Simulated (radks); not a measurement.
Task: The manganese ion Mn+, [Ar] 3d5 4s1. All-electron calculation, non-relativistic Kohn-Sham, r2SCAN, spin-polarised, spherical densities, point nucleus; meta-GGA in the generalised Kohn-Sham scheme. Program: a radial shooting solver on a logarithmic mesh with Libxc functionals. Every spin shell is full or empty, so the densities are truly spherical. Functionals are evaluated on that one density, not self-consistently. Rank these exchange functionals by their error against the exact value of the orbitals, and give that value: LDA, PBE, RPBE, PW91, PW86, OPTX, WC, AM05, B86b, G96, APBE, TPSS, revTPSS, TASK.

Result: Exact: -50.8259 hartree. From best to worst, with 100 (|E| - |E exact|)/|E exact| (equal figures are ties): RPBE +0.06, PW91 +0.12, TPSS +0.22, B86b +0.23, PBE -0.32, G96 +0.37, PW86 +0.43, revTPSS -0.52, OPTX +0.60, APBE +0.66, WC -1.08, TASK -2.66, AM05 -5.79, LDA -6.47.
